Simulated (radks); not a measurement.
Dynamic dipole polarisability and lines of the oxygen ion O5+, [He] 2s1. Calculated with a radial shooting solver on a logarithmic mesh with Libxc functionals: non-relativistic Kohn-Sham, exchange-only LDA, spin-polarised, spherical densities, point nucleus; open shells are filled with parallel spins first. Time-dependent linear response with the Hartree and adiabatic exchange-only LDA kernel, continuum included through the Sternheimer equations. Lines are the poles of the dipole polarisability below minus the highest occupied eigenvalue, found on a grid refined at the orbital gaps; the lowest seven at most are given, and weak or close lines can be missed. The first line takes the name of the lowest orbital gap if no other gap lies below it; otherwise a line is named after a gap within 0.6 % of it, if that gap stands alone.

photon energy (eV)  alpha (bohr^3)
0                           0.9280
6.230                        1.201
14.537                      -3.011
22.844                     -0.3521
31.151                     -0.1243
39.457                    -0.04395
47.764                  -0.0005872
56.071                     0.03267
64.378                     0.07226
72.685                      0.1652
80.991                      -1.761
89.298                     -0.1032
97.605                    0.001674
105.91                    -0.07359
114.22                    -0.03595

Lines (eV, oscillator strength): 12.812 (96.77 nm, 2s-2p), f = 0.195; 80.313 (15.44 nm, unassigned), f = 0.262; 102.29 (12.12 nm, 2s-4p), f = 0.0653; 111.47 (11.12 nm, 2s-5p), f = 0.0274; 116.25 (10.67 nm, 2s-6p), f = 0.0143. Higher lines, where found, are left out when the end of the mesh affects them. Those listed give 99 % of the static polarisability (sum of f/w^2). Orbital energy gaps for comparison: 2s-2p 11.841 eV; 2s-3p 81.187 eV; 2s-4p 102.54 eV; 2s-5p 111.58 eV; 2s-6p 116.31 eV. At laser wavelengths: 1550 nm 0.9315, 1064 nm 0.9353, 780 nm 0.9418, 532 nm 0.9581, 355 nm 0.9987, 266 nm 1.062, 193 nm 1.224 bohr^3.
